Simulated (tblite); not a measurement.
Record of a relaxation.

Species: C3H9BrO2Si.
Bonds: C1–O2, O2–Si3, Si3–C4, C4–Br5, Si3–O6, O6–C7. Hydrogens: H8, H9, H10 on C1; H11 on Si3; H12, H13 on C4; H14, H15, H16 on C7.

Computed with GFN2-xTB (tblite), gas phase: L-BFGS steps from a force-field or distance-geometry start until the largest atomic force falls under 0.01 eV/Å. 7 of its 193 geometries are shown.

Step 0: E = -680.3765 eV, largest atomic force 3.920 eV/Å
```
atom  x, y, z in Å  |  force x, y, z in eV/Å
C1     -2.402   -0.510    0.172   -3.156  -0.913   0.220
O2     -1.148   -1.025    0.192    2.385   1.122   0.101
Si3     0.149    0.011    0.036    0.890  -3.792   0.441
C4     -0.045    1.769    0.471    1.439   2.048   0.415
Br5    -1.490    2.236    1.639   -0.140   0.361   0.089
O6      1.437   -0.632    0.977   -1.900   0.985  -1.170
C7      2.452   -1.133    0.147    0.008  -0.512   0.604
H8     -2.719   -0.039    1.140    0.448  -0.084  -0.925
H9     -2.624    0.121   -0.707    0.240   0.082   0.553
H10    -3.114   -1.388    0.082    0.581   0.601  -0.039
H11     0.635   -0.079   -1.368   -0.396   0.190   0.218
H12     0.897    2.073    1.008   -0.856  -0.073  -0.299
H13    -0.056    2.384   -0.442   -0.438   0.030   0.440
H14     3.204   -1.589    0.820   -0.208   0.322  -0.526
H15     1.980   -1.905   -0.481    0.730   0.234  -0.064
H16     2.836   -0.284   -0.430    0.372  -0.603  -0.060
```

Step 32: E = -681.2409 eV, largest atomic force 0.075 eV/Å
```
atom  x, y, z in Å  |  force x, y, z in eV/Å
C1     -2.530   -0.598    0.199   -0.030   0.002   0.002
O2     -1.158   -0.812    0.385   -0.005  -0.016  -0.022
Si3     0.110    0.050   -0.099    0.043  -0.032   0.026
C4      0.092    1.886    0.471   -0.048   0.031   0.049
Br5    -1.383    2.278    1.692    0.046   0.028  -0.023
O6      1.333   -0.661    0.666    0.004   0.003   0.011
C7      2.518   -1.212    0.182    0.004   0.004   0.005
H8     -2.958   -0.149    1.097    0.004  -0.002  -0.006
H9     -2.717    0.060   -0.651   -0.037  -0.020   0.017
H10    -3.005   -1.564    0.022    0.031   0.008  -0.010
H11     0.227    0.068   -1.559   -0.004   0.012  -0.038
H12     0.993    2.164    1.015   -0.018  -0.024  -0.018
H13    -0.039    2.582   -0.355    0.013   0.004   0.004
H14     3.100   -1.554    1.038    0.004  -0.001   0.000
H15     2.315   -2.059   -0.476   -0.025  -0.008   0.001
H16     3.094   -0.468   -0.372    0.018   0.010   0.001
```

Step 64: E = -681.2598 eV, largest atomic force 0.214 eV/Å
```
atom  x, y, z in Å  |  force x, y, z in eV/Å
C1     -2.465   -0.690    0.244    0.049  -0.050  -0.005
O2     -1.065   -0.774    0.229   -0.034   0.059   0.017
Si3     0.159    0.189   -0.165    0.044   0.040   0.026
C4      0.082    1.990    0.490   -0.029   0.053  -0.003
Br5    -1.574    2.378    1.439   -0.001   0.033   0.018
O6      1.437   -0.412    0.608    0.163  -0.112  -0.082
C7      2.443   -1.286    0.178   -0.015   0.038  -0.039
H8     -2.794   -0.311    1.214   -0.040  -0.001  -0.057
H9     -2.857   -0.042   -0.546    0.128  -0.051   0.077
H10    -2.837   -1.704    0.105   -0.119  -0.010  -0.025
H11     0.319    0.270   -1.619   -0.046  -0.014  -0.018
H12     0.885    2.223    1.185   -0.040  -0.067   0.025
H13     0.112    2.723   -0.314    0.021  -0.038  -0.013
H14     2.910   -1.736    1.058    0.019   0.165  -0.056
H15     2.061   -2.095   -0.449   -0.125   0.112   0.011
H16     3.177   -0.714   -0.401    0.026  -0.157   0.125
```

Step 96: E = -681.3794 eV, largest atomic force 0.104 eV/Å
```
atom  x, y, z in Å  |  force x, y, z in eV/Å
C1     -2.193   -0.862    0.336   -0.026   0.004   0.012
O2     -0.797   -0.723    0.376    0.015  -0.013   0.011
Si3     0.205    0.394   -0.221   -0.012   0.017   0.004
C4      0.082    2.120    0.574    0.032   0.055  -0.040
Br5    -1.790    2.592    0.804   -0.013   0.022  -0.005
O6      1.702   -0.054    0.168   -0.059  -0.007   0.074
C7      2.245   -1.342    0.110    0.049  -0.040  -0.027
H8     -2.611   -0.579    1.303   -0.010  -0.008   0.003
H9     -2.640   -0.234   -0.435    0.008  -0.006  -0.004
H10    -2.424   -1.909    0.130    0.008   0.029   0.021
H11    -0.023    0.535   -1.663    0.017  -0.010   0.008
H12     0.550    2.216    1.551   -0.063  -0.077  -0.029
H13     0.492    2.886   -0.079    0.018   0.019   0.029
H14     2.412   -1.712    1.124   -0.014   0.039  -0.009
H15     1.582   -2.031   -0.410    0.013  -0.011  -0.009
H16     3.200   -1.287   -0.412    0.036  -0.013  -0.039
```

Step 128: E = -681.4211 eV, largest atomic force 0.052 eV/Å
```
atom  x, y, z in Å  |  force x, y, z in eV/Å
C1     -2.255   -0.810    0.389    0.001   0.012   0.008
O2     -0.853   -0.747    0.449   -0.017  -0.021  -0.044
Si3     0.204    0.327   -0.135   -0.013   0.011  -0.002
C4      0.030    2.051    0.646   -0.004  -0.020   0.002
Br5    -1.710    2.752    0.138   -0.005   0.005   0.003
O6      1.673   -0.129    0.339    0.006   0.010  -0.013
C7      2.340   -1.316    0.022   -0.011  -0.017  -0.002
H8     -2.675   -0.425    1.319   -0.018   0.008   0.016
H9     -2.650   -0.225   -0.442    0.017  -0.006  -0.003
H10    -2.543   -1.855    0.267    0.012   0.011   0.010
H11     0.051    0.448   -1.587    0.006   0.000  -0.017
H12     0.046    2.043    1.732    0.006   0.001   0.023
H13     0.761    2.767    0.286   -0.003   0.007   0.003
H14     2.729   -1.757    0.940    0.009   0.016   0.029
H15     1.674   -2.030   -0.461    0.010  -0.012   0.003
H16     3.171   -1.087   -0.647    0.003  -0.004  -0.015
```

Step 160: E = -681.4325 eV, largest atomic force 0.030 eV/Å
```
atom  x, y, z in Å  |  force x, y, z in eV/Å
C1     -2.240   -0.762    0.366    0.005   0.000  -0.007
O2     -0.839   -0.801    0.278    0.013   0.006   0.001
Si3     0.220    0.326   -0.199    0.005   0.013   0.007
C4     -0.029    1.980    0.704   -0.001   0.014  -0.001
Br5    -1.716    2.734    0.096   -0.006   0.003   0.005
O6      1.686   -0.126    0.289   -0.008   0.013   0.003
C7      2.362   -1.321    0.027    0.003  -0.003  -0.007
H8     -2.541   -0.216    1.262   -0.028  -0.008  -0.006
H9     -2.679   -0.273   -0.504    0.004  -0.005  -0.009
H10    -2.599   -1.789    0.428    0.005  -0.002   0.007
H11     0.110    0.543   -1.643    0.000  -0.010   0.001
H12    -0.117    1.879    1.783    0.017   0.006  -0.007
H13     0.728    2.725    0.479    0.005  -0.019   0.010
H14     2.916   -1.602    0.923    0.009   0.002  -0.016
H15     1.668   -2.119   -0.235   -0.001  -0.009   0.011
H16     3.062   -1.169   -0.798   -0.023   0.000   0.009
```

Step 192: E = -681.4504 eV, largest atomic force 0.007 eV/Å
```
atom  x, y, z in Å  |  force x, y, z in eV/Å
C1     -2.233   -0.805    0.255   -0.003  -0.002   0.002
O2     -0.832   -0.769    0.322    0.003   0.001  -0.002
Si3     0.224    0.364   -0.146    0.002   0.002  -0.003
C4      0.009    2.007    0.787   -0.001  -0.001   0.001
Br5    -1.696    2.779    0.258    0.000   0.000  -0.001
O6      1.689   -0.109    0.324    0.002   0.000   0.003
C7      2.320   -1.323    0.033    0.002  -0.001   0.001
H8     -2.668   -0.103    0.968   -0.004   0.003   0.002
H9     -2.583   -0.546   -0.746    0.001  -0.001   0.000
H10    -2.550   -1.818    0.504    0.000  -0.001  -0.001
H11     0.108    0.602   -1.587    0.000   0.001   0.001
H12    -0.034    1.892    1.867    0.001  -0.001   0.000
H13     0.763    2.748    0.541    0.000  -0.001  -0.001
H14     3.209   -1.397    0.659   -0.002   0.004  -0.006
H15     1.655   -2.162    0.238   -0.003  -0.003  -0.002
H16     2.612   -1.351   -1.019    0.001   0.000   0.005
```

Question: Summarise the path.

Answer: The energy falls by 103.62 kJ/mol from step 0 to step 192; nine tenths of that is first reached at step 79. It rises by more than 0.2 meV at steps 66, 69, 170, 180 and 183. The largest force goes from 3.920 to 0.007 eV/Å. Among the bonds Si3–O6 changes most, from 1.720 to 1.610 Å; the atoms move by 0.841 Å rms after alignment.

Question: Follow the three bonds and two angles with the largest change from start to end.

Answer: 
| step | E above end (kJ/mol) | largest force (eV/Å) | Si3–O6 (Å) | Si3–C4 (Å) | O2–Si3 (Å) | Si3–O6–C7 (°) | C1–O2–Si3 (°) |
| --- | --- | --- | --- | --- | --- | --- | --- |
| 0 | 103.62 | 3.920 | 1.720 | 1.821 | 1.667 | 110.6 | 118.8 |
| 8 | 35.98 | 0.552 | 1.628 | 1.918 | 1.613 | 118.1 | 126.0 |
| 17 | 22.38 | 0.131 | 1.613 | 1.926 | 1.608 | 129.1 | 130.2 |
| 25 | 20.75 | 0.080 | 1.610 | 1.919 | 1.607 | 130.2 | 130.5 |
| 33 | 20.16 | 0.059 | 1.609 | 1.922 | 1.607 | 131.1 | 130.7 |
| 42 | 19.99 | 0.028 | 1.609 | 1.922 | 1.607 | 131.2 | 131.4 |
| 50 | 19.93 | 0.038 | 1.609 | 1.921 | 1.608 | 131.4 | 131.8 |
| 58 | 19.58 | 0.077 | 1.610 | 1.925 | 1.608 | 131.9 | 135.1 |
| 67 | 16.52 | 0.258 | 1.612 | 1.925 | 1.607 | 131.7 | 138.7 |
| 75 | 11.58 | 0.154 | 1.612 | 1.910 | 1.615 | 129.3 | 135.5 |
| 83 | 8.65 | 0.094 | 1.611 | 1.910 | 1.618 | 129.2 | 130.7 |
| 92 | 7.37 | 0.106 | 1.611 | 1.906 | 1.616 | 127.8 | 131.6 |
| 100 | 6.40 | 0.082 | 1.610 | 1.903 | 1.614 | 127.8 | 132.9 |
| 109 | 5.23 | 0.076 | 1.612 | 1.902 | 1.615 | 126.2 | 134.2 |
| 117 | 3.51 | 0.095 | 1.610 | 1.902 | 1.616 | 126.8 | 132.5 |
| 125 | 2.90 | 0.031 | 1.610 | 1.900 | 1.617 | 127.4 | 132.2 |
| 134 | 2.57 | 0.025 | 1.609 | 1.901 | 1.617 | 128.7 | 131.8 |
| 142 | 2.39 | 0.052 | 1.609 | 1.901 | 1.617 | 129.6 | 131.6 |
| 150 | 2.00 | 0.045 | 1.608 | 1.901 | 1.619 | 129.1 | 130.6 |
| 159 | 1.75 | 0.030 | 1.609 | 1.901 | 1.619 | 128.5 | 130.6 |
| 167 | 1.39 | 0.073 | 1.609 | 1.898 | 1.619 | 126.8 | 131.0 |
| 175 | 0.59 | 0.092 | 1.609 | 1.900 | 1.618 | 127.7 | 131.3 |
| 184 | 0.07 | 0.015 | 1.610 | 1.901 | 1.618 | 127.4 | 131.1 |
| 192 | 0.00 | 0.007 | 1.610 | 1.901 | 1.618 | 127.2 | 130.9 |

What follows is the cost of the whole relaxation. On one thread of an Arm Neoverse V2, no GPU, shared host, this took 1.3 s.
